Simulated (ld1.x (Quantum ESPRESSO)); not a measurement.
# Lu: excitation energies, all-electron against PAW

| Property | Result |
| --- | --- |
| Element | Lu |
| Generator | ld1.x (Quantum ESPRESSO) 7.5 |
| Type | PAW |
| Functional | LDA (PZ) |
| Relativity | fully relativistic |
| Frozen core | [Kr] 4d10 |
| Valence charge | 25 |
| Reference configuration | 4f14 5s2 5p6 5d1 6s2 6p0 |
| Partial waves | 5s (bound): rcut 1.50, rcutus 1.65 bohr; 6s (bound): rcut 1.50, rcutus 1.65 bohr; 5p (bound): rcut 2.10, rcutus 2.35 bohr; 6p (bound, empty): rcut 2.10, rcutus 2.35 bohr; 5d (bound): rcut 1.55, rcutus 2.05 bohr; 5d channel at 1.25 Ry: rcut 1.55, rcutus 2.05 bohr; 4f (bound): rcut 0.95, rcutus 1.25 bohr; 4f channel at 1.65 Ry: rcut 0.95, rcutus 1.25 bohr |
| Local potential | all-electron potential smoothed inside 2.05 bohr (lloc = -1) |
| Core correction | a·sin(br)/r model core, default radius (ld1.x builds one for every PAW set, though the input has nlcc=.false.) |
| Augmentation charge | PSQ, inside the norm-conserving radii |

Open shells are filled in proportion to 2j + 1 (rel_dist='average').

Energies are relative to the spin-unpolarised reference configuration 4f14 5s2 5p6 5d1 6s2 6p0; without spin polarisation the order of configurations can differ from experiment. Not all tests gave a result: 1 of 7 tests not solved or not reliable. Left out of the table: 4f13 5s2 5p6 5d0 6s0 6p0 (solver errors, printed error -6044 eV). The frozen-core shift is the all-electron ΔE with the core orbitals held at their reference shape minus the fully relaxed ΔE.

(1) Give the all-electron excitation energy and the error of the potential for: 4f14 5s2 5p6 5d1 6s1 6p0; 4f14 5s2 5p6 5d1 6s0 6p0; 4f14 5s2 5p6 5d0 6s0 6p0; 4f14 5s2 5p6 5d1 6s0 6p2; 4f14 5s2 5p5 5d1 6s2 6p0; 4f14 5s2 5p6 5d2 6s1 6p0.

The ghost test of this file was not conclusive.

Results:

(1)

| valence configuration | charge | ΔE all-electron (eV) | error AE − PS (meV) | frozen-core shift (meV) |
| --- | --- | --- | --- | --- |
| 4f14 5s2 5p6 5d1 6s1 6p0 | +1 | 7.582 | 0.0 | 0.0 |
| 4f14 5s2 5p6 5d1 6s0 6p0 | +2 | 21.154 | -0.4 | 0.0 |
| 4f14 5s2 5p6 5d0 6s0 6p0 | +3 | 41.361 | -54 | +0.9 |
| 4f14 5s2 5p6 5d1 6s0 6p2 | 0 | 7.218 | +65 | +0.1 |
| 4f14 5s2 5p5 5d1 6s2 6p0 | +1 | 37.621 | -57 | +1.9 |
| 4f14 5s2 5p6 5d2 6s1 6p0 | 0 | 2.997 | -3.7 | +0.1 |

These tests converged, but a pseudo level misses the all-electron one widely, so the file describes the atom poorly there or has found another state: 4f14 5s2 5p6 5d0 6s0 6p0: empty 6p by 2.2 eV.
